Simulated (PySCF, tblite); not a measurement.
Isomers of C5H12Si3, one GFN2-xTB conformer each. Single-point energies are computed at PBE0/pcSseg-1 (PySCF, gas phase, no added dispersion term), electronic only.

Question: Rank them by PBE0/pcSseg-1 energy, lowest first (kJ/mol).
A. `[CH2:1]=[C:2]1[CH:3]=[CH:4][CH2:5][Si@@H:6]([SiH3:7])[SiH2:8]1` with C1–C2–C3–C4 -157°, C3–C4–C5–Si6 -55°, C4–C5–Si6–Si7 -66°, C5–Si6–Si8–C2 -32°
B. `[CH:1]#[C:2][Si@H:3]([CH:4]=[CH2:5])[CH:6]([SiH3:7])[SiH3:8]` with C2–Si3–C4–C5 -23°, C2–Si3–C6–Si7 52°

Answer: A (0.0), B (117.2).

As drawn, the lower has an Si–Si bond, which the higher lacks; the higher has a C≡C bond, which the lower lacks. GFN2-xTB itself gives, in the same order: 0.0, 128.2. Both levels put the same isomer lowest.

Which frontier levels, dipoles and rotational constants go with these structures?

```
                        SMILES  HOMO (eV, PBE0/pcSseg-1)  LUMO (eV)  dipole (D)       A, B, C (MHz)
C=C1C=CC[Si@@H]([SiH3])[SiH2]1                     -6.55      -1.12        0.59  1818, 807.8, 712.2
 C#C[Si@H](C=C)C([SiH3])[SiH3]                     -7.97      -0.63        0.55  1390, 819.6, 713.5
```

What happens when harmonic zero-point energies from GFN2-xTB frequencies are added?

```json
{"SMILES": "C=C1C=CC[Si@@H]([SiH3])[SiH2]1", "ZPE (kJ/mol)": "366.7", "electronic (kJ/mol)": "0.0", "with ZPE (kJ/mol)": "0.0"}
{"SMILES": "C#C[Si@H](C=C)C([SiH3])[SiH3]", "ZPE (kJ/mol)": "349.1", "electronic (kJ/mol)": "117.2", "with ZPE (kJ/mol)": "99.6"}
```

The zero-point energies span 17.6 kJ/mol. The order is unchanged.
